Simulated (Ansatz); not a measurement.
Relaxation of C$_{2}$H$_{6}$BNOS (12 atoms, charge 0, multiplicity 1), to a largest force component of 0.02 eV/Å in at most 50 steps.

Computed with RKS r2SCAN-D4/6-31G in Ansatz.

```xyz
12
Properties=species:S:1:pos:R:3
C 1.042 -1.328 0.203
N 0.640 -0.367 -0.892
B -0.573 0.519 -0.499
S -2.103 0.345 -1.401
C -0.375 1.607 0.607
O -1.319 2.339 0.933
H 0.160 -1.943 0.440
H 1.355 -0.713 1.095
H 1.839 -1.912 -0.095
H 0.174 0.996 -0.111
H -2.652 -0.619 -0.452
H 0.599 1.752 1.137
```

Question: Where does it end, and by what steps?

Answer: The forces met the threshold. Limits of this set-up: no polarisation functions. After 34 steps the energy has fallen by 7.122 eV; H11 moved furthest, 1.96 Å. The start is strongly strained (largest force component 11 eV/Å), so its close contacts needn't be bonds. Parted: B3–C5 (1.56 → 3.08 Å), B3–H10 (0.97 → 3.03 Å).

```
step  energy less start (eV)  largest force component (eV/Å)  accepted
   0                  0.0000                          10.725       yes
   2                 -3.5432                           1.672       yes
   4                 -4.5618                           1.295       yes
   6                 -5.1721                           1.647       yes
   8                 -5.4296                           1.152       yes
  10                 -5.5642                           1.029       yes
  12                 -5.9062                           1.309       yes
  14                 -6.4756                           1.701       yes
  16                 -6.8165                           1.458       yes
  18                 -7.0662                           0.407       yes
  20                 -6.9942                           1.768        no
  22                 -7.0772                           0.677        no
  24                 -7.0933                           0.283       yes
  26                 -7.1029                           0.274       yes
  28                 -7.1086                           0.247       yes
  30                 -7.1217                           0.083       yes
  32                 -7.1219                           0.107       yes
  34                 -7.1222                           0.019       yes
```

```xyz
12
Properties=species:S:1:pos:R:3
C 1.143 -1.432 0.337
N -0.030 -0.854 -0.206
B -1.088 -0.390 -0.682
S -2.589 0.416 -1.288
C -0.058 2.025 0.927
O -1.177 2.338 1.345
H 1.104 -1.443 1.434
H 2.042 -0.879 0.034
H 1.260 -2.470 -0.001
H 0.272 2.254 -0.103
H -2.776 -0.393 -2.390
H 0.683 1.505 1.560
```

The run took 2.6 min on 2 threads of Arm Neoverse V2, on a shared host, peak memory 0.22 GiB.
